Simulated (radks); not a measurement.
Spherical quantum dot in the effective-mass picture: electrons in a parabolic well V = omega^2 r^2 / 2 with omega = 0.171, all in effective atomic units (hartree* = m*/eps^2 hartree, bohr* = eps/m* bohr), one dielectric constant everywhere. Method: non-relativistic Kohn-Sham, LDA (Slater exchange, Perdew-Wang correlation), spin-polarised, spherical densities; computed with a radial shooting solver with Libxc functionals. Levels are named by radial order and angular momentum (1s, 1p, 1d, 2s, ...), and open shells are averaged over m. At N = 5 the configuration is 1s2 1p(up 3, down 0). Does electron 6 go into 1p down or 1d up or 1d down?

Answer. Into 1p down. The total energies of the other choices lie higher by 0.0683 hartree* (1d up), 0.0980 hartree* (1d down).
